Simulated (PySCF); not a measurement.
SMILES [Br][Ge]([Cl])([Br])[Br] (Br₃ClGe) at its PBE0/def2-SVP optimised geometry (Å):

```
5

Cl    -1.4887     1.0102     0.0000
Ge    -0.7924    -1.0102     0.0000
Br    -1.5711    -2.0645    -1.8671
Br     1.4887    -1.0102     0.0000
Br    -1.5687    -2.0640     1.8683
```

Calculation: PBE0/def2-TZVP (PySCF).

Map of the log10 of the electron density (e/bohr³), floored at −4 on the plane z = 1.2 Å:

```
|00000000000000000000000000000|
|00000000000000000000000000000|
|00000011111000000000000000000|
|00001122222211000000000000000|
|00012233333321100000000000000|
|00123344444332210000000000000|
|01233455555443210000000000000|
|01234556666544321000000000000|
|12345566766654321100000000000|
|12345667776654332111111000000|
|12345677777654432222222110000|
|12345667777654433333333221000|
|12345666776654433344444332100|
|12344566666654444455554433210|
|12334556666555445556665543210|
|12334555666655555666666554321|
|12344556666666556677776654321|
|23445667777766666677777654321|
|23456677888776666777777655421|
|34566788888877666677777654321|
|34567889999877666677776654321|
|34577899999877655666666554321|
|35678899999877655556665543210|
|34678899999876554455554433210|
|34567899998876544444444332100|
|34567788888765543333333221000|
|23456778877665433222222110000|
|23445667766654332111111000000|
|12344556655543321100000000000|
```
Scale: ten equal steps from -4.00 (start of '0') to -0.622 (end of '9'), in the order '0123456789'; x runs from -3.50 to 3.50, y from -3.50 (bottom) to 3.50 (top).
